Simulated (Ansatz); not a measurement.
Reaction (hydrogenolysis of the Si–Br bond): `[SiH3][SiH](Br)Br` + H₂ → `[SiH3][SiH2]Br` + HBr

Computed with Ansatz on PBE0-D4/def2-TZVP structures; ΔE is electronic, products minus reactants. CCSD(T)/CBS adds triple-zeta CCSD(T) − MP2 to the extrapolated MP2 energy (def2 sets, frozen cores). This one scheme is used for every species. DFT in def2-TZVPP. For Br outer-core shells are correlated without core-valence functions, which leaves a few kJ/mol of doubt a bond. Scalar relativity is left out up to krypton.

Is it downhill or uphill in electronic energy at CCSD(T)/CBS, and by how much? (An estimate is asked.)

Computed: Uphill: ΔE = +0.80 eV.

What do these levels give: r2SCAN0-D4, B2PLYP, r2SCAN, PBE0, r2SCAN0, MP2/def2-SVP? (An estimate is asked.)

Ansatz gave: r2SCAN0-D4 0.80, B2PLYP 0.72, r2SCAN 0.80, PBE0 0.72, r2SCAN0 0.78, MP2/def2-SVP 0.68 eV.

What do rigid-rotor, harmonic-oscillator terms from PBE0-D4/def2-TZVP frequencies (298.15 K, 1 bar) make of the CCSD(T)/CBS value? (Estimate.)

Ansatz gave: ΔZPE = +0.07 eV, ΔH = +0.84 eV, ΔS = 24 J/(mol·K), ΔG = +0.76 eV.

Largest T1 diagnostic among the species: 0.010.

Leaving LDA and LC-ωPBE aside and taking each functional with its dispersion term where it has one, the values, not all of them listed here, spread over 0.14 eV, from CAM-B3LYP-D4 to revPBE-D4. In def2-TZVPP, CCSD(T) changes the Hartree–Fock value by +0.15 eV (the triples alone add +0.05 eV) and MP2 by +0.28 eV.
